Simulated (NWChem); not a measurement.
System meant: C$_{3}$H$_{3}$NO$_{2}$; SMILES N=c1occo1

Here is an NWChem input.

```
start job
memory heap 200 mb stack 900 mb global 1100 mb
geometry units angstroms noautoz
  N     -0.078723    -2.015995     0.000000
  C     -0.020822    -0.765027     0.000000
  O      1.088491     0.035321     0.000000
  C      0.653562     1.334947     0.000000
  C     -0.679838     1.331594     0.000000
  O     -1.117311     0.037570     0.000000
  H      0.855518    -2.420708     0.000000
  H      1.399884     2.122877     0.000000
  H     -1.427290     2.118625     0.000000
end
basis spherical
  N library def2-svp
  C library def2-svp
  O library def2-svp
  H library def2-svp
end
dft
  odft
  mult 2
  xc pbe0
  iterations 150
  mulliken
end
task dft energy
```

End of the output:

```
 Summary of "ao basis" -> "" (spherical)
 ------------------------------------------------------------------------------
       Tag                 Description            Shells   Functions and Types
 ---------------- ------------------------------  ------  ---------------------
 N                          def2-svp                 6       14   3s2p1d
 C                          def2-svp                 6       14   3s2p1d
 O                          def2-svp                 6       14   3s2p1d
 H                          def2-svp                 3        5   2s1p

                                 NWChem DFT Module
                                 -----------------

 Summary of "ao basis" -> "ao basis" (spherical)
 ------------------------------------------------------------------------------
       Tag                 Description            Shells   Functions and Types
 ---------------- ------------------------------  ------  ---------------------
 N                          def2-svp                 6       14   3s2p1d
 C                          def2-svp                 6       14   3s2p1d
 O                          def2-svp                 6       14   3s2p1d
 H                          def2-svp                 3        5   2s1p

      Symmetry analysis of basis
      --------------------------

        a'         72
        a"         27

  number of electrons :                   44
  multiplicity        :                    2
 ------------------------------------------------------------------------
  no. of electrons and multiplicity not compatible                  44
 ------------------------------------------------------------------------
 ------------------------------------------------------------------------
  current input line :
    27: task dft energy
 ------------------------------------------------------------------------
 ------------------------------------------------------------------------
 There is an error in the input file
 ------------------------------------------------------------------------
 For more information see the NWChem manual at https://nwchemgit.github.io

0: no. of electrons and multiplicity not compatible:Received an Error in Communication
```

Can this run be used? If not, why, and what is the fix?

The program refused the input. Cause: the multiplicity doesn't fit the number of electrons (an even count wants an odd multiplicity, and the reverse). This input runs:
```
start job
memory heap 200 mb stack 900 mb global 1100 mb
geometry units angstroms noautoz
  N     -0.078723    -2.015995     0.000000
  C     -0.020822    -0.765027     0.000000
  O      1.088491     0.035321     0.000000
  C      0.653562     1.334947     0.000000
  C     -0.679838     1.331594     0.000000
  O     -1.117311     0.037570     0.000000
  H      0.855518    -2.420708     0.000000
  H      1.399884     2.122877     0.000000
  H     -1.427290     2.118625     0.000000
end
basis spherical
  * library def2-svp
end
dft
  xc pbe0
  iterations 150
  mulliken
end
task dft energy
```
It converges to -320.68761 Ha (PBE0/def2-SVP).
